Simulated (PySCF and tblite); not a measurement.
The numbers below are computed, except where a source is named.
System: C₃H₈OSi, numbered as in [CH2:1]1[CH2:2][SiH2:3][CH2:4][O:5]1.

Motion: inversion of the 5-membered ring (1–2–3–4–5). GFN2-xTB gives an electronic barrier of 3.3 kcal/mol.

Q: What does PBE0/pcSseg-1 + D3(BJ) give on B3LYP-D3(BJ)/def2-SVP geometries?

A: A barrier of 4.0 kcal/mol, 0.6 above the tight-binding barrier (from unrounded values) and, with GFN2-xTB thermal terms, ΔG‡(298 K) = 3.7 kcal/mol and k = 2.4×10¹⁰ s⁻¹ (2 equivalent paths).

Q: And the level of the geometries itself, B3LYP-D3(BJ)/def2-SVP?

A: 3.5 kcal/mol.

Programs: tblite and PySCF.
